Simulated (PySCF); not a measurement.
Isomers of C5H12OSi2, from PBE0-D3(BJ)/def2-SVP geometry optimisation, gas phase in PySCF 2.14.0. One conformer each, no zero-point energy, no frequencies.

**Question.** Which is lowest in electronic energy at this level?
A. `[CH2:1]=[CH:2][CH2:3][C@H:4]1[CH2:5][SiH2:6][O:7][SiH2:8]1` with C1–C2–C3–C4 -115°, C2–C3–C4–C5 -179°, C3–C4–C5–Si6 163°, C4–C5–Si6–O7 -29°, C5–Si6–O7–Si8 10°, Si6–O7–Si8–C4 8°: A = 3195, B = 783.8, C = 669.0 MHz, dipole 1.82 D
B. `[CH2:1]=[CH:2][C:3](=[CH2:4])[O:5][SiH2:6][CH2:7][SiH3:8]` with C1–C2–C3–C4 -179°, C2–C3–O5–Si6 -152°, C3–O5–Si6–C7 67°, O5–Si6–C7–Si8 -57°: A = 1833, B = 912.5, C = 787.7 MHz, dipole 0.88 D
C. `[CH2:1]=[C:2]([CH3:3])[Si@H:4]1[CH2:5][CH2:6][SiH2:7][O:8]1` with C1–C2–Si4–C5 -110°, C2–Si4–C5–C6 144°, Si4–C5–C6–Si7 -34°, C5–C6–Si7–O8 28°, C6–Si7–O8–Si4 -10°: A = 2811, B = 935.1, C = 785.1 MHz, dipole 1.84 D
D. `[CH3:1][CH:2]([CH3:3])[O:4][SiH2:5][C:6]#[C:7][SiH3:8]` with C1–C2–O4–Si5 -100°, C2–O4–Si5–C6 63°: A = 2535, B = 558.6, C = 474.1 MHz, dipole 1.18 D
E. `[CH2:1]=[C:2]([CH3:3])[C@H:4]1[CH2:5][SiH2:6][O:7][SiH2:8]1` with C1–C2–C4–C5 -19°, C2–C4–C5–Si6 88°, C4–C5–Si6–O7 24°, C5–Si6–O7–Si8 -4°, Si6–O7–Si8–C4 -12°: A = 2241, B = 1162, C = 937.1 MHz, dipole 1.94 D

**Answer.** C. That is `O1[SiH2]CC[Si@@H]1C(=C)C`, 5.9 kcal/mol below the next.

```csv
SMILES,mapped SMILES,E (Eh),relative (kcal/mol),relative (kJ/mol),dipole (D)
C=C(C)[Si@H]1CC[SiH2]O1,[CH2:1]=[C:2]([CH3:3])[Si@H:4]1[CH2:5][CH2:6][SiH2:7][O:8]1,-851.10736,0.0,0.0,1.84
C=C(C)[C@H]1C[SiH2]O[SiH2]1,[CH2:1]=[C:2]([CH3:3])[C@H:4]1[CH2:5][SiH2:6][O:7][SiH2:8]1,-851.09802,5.9,24.5,1.94
C=CC[C@H]1C[SiH2]O[SiH2]1,[CH2:1]=[CH:2][CH2:3][C@H:4]1[CH2:5][SiH2:6][O:7][SiH2:8]1,-851.08996,10.9,45.7,1.82
C=CC(=C)O[SiH2]C[SiH3],[CH2:1]=[CH:2][C:3](=[CH2:4])[O:5][SiH2:6][CH2:7][SiH3:8],-851.02631,50.9,212.8,0.88
CC(C)O[SiH2]C#C[SiH3],[CH3:1][CH:2]([CH3:3])[O:4][SiH2:5][C:6]#[C:7][SiH3:8],-851.00736,62.7,262.5,1.18
```

As drawn, the lowest has a C=C bond outside aromatic rings, which the highest lacks; the highest has a C≡C bond, which the lowest lacks.
